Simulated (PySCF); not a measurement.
Gas-phase reaction: SiHBr3 + 3 SiH3Br → 3 Br2 + 2 Si2H5

Method: PySCF energies plus ideal-gas RRHO corrections (1 bar). † marks an energy on the PBE0/def2-TZVP geometry and frequencies; other levels use their own. MP2 and CCSD(T) freeze the core. 6-31G* has spherical d functions here. Open shells (unrestricted): Si2H5 (multiplicity 2); the rest are closed-shell singlets. B3LYP is the form with VWN-RPA correlation. Br: all electrons, no relativistic terms. Si2H5: computed as isolated molecules; such fragments, hydroxides, amides, oligomers or adducts are transient or little studied in the gas. MP2 isn't extrapolated to the basis-set limit; its ΔH°(298 K) is 1134.4 kJ in def2-SVP and 1169.1 kJ in def2-TZVPP. CCSD(T) isn't extrapolated to the basis-set limit; its ΔH°(298 K) is 1064.1 kJ in def2-SVP and 1095.1 kJ in def2-TZVPP. The harmonic model lacks anharmonicity and excited electronic states, which grow with temperature; levels with a mode under 35 cm⁻¹ are left out. Internal rotation in Si2H5 is treated as a harmonic vibration of one conformer, which makes the entropy rough. Soft modes under 120 cm⁻¹ make the harmonic entropy rough for SiHBr3.

| level | ΔE electronic, kJ | ΔH°(298 K), kJ | ΔS°(298 K), J/K | ΔG°(800 K), kJ |
|---|---|---|---|---|
| B3LYP/6-31G* | 1019 | 1003 | 182 | 854 |
| B3LYP/def2-TZVP† | 1043 | 1027 | 182 | 878 |
| BLYP/def2-TZVP† | 991 | 975 | 182 | 826 |
| CCSD(T)/def2-SVP† | 1080 | 1064 | 182 | 915 |
| CCSD(T)/def2-TZVPP† | 1111 | 1095 | 182 | 946 |
| MP2/def2-TZVPP† | 1185 | 1169 | 182 | 1020 |
| PBE/def2-SVP | 1008 | 992 | 184 | 841 |
| PBE0/def2-QZVP† | 1060 | 1045 | 182 | 895 |
| PBE0/def2-SVP† | 1060 | 1044 | 182 | 895 |
| ωB97M-V/def2-TZVP† | 1129 | 1113 | 182 | 964 |
ΔH° is lowest at BLYP/def2-TZVP† and highest at MP2/def2-TZVPP†. No reference value is set beside these.
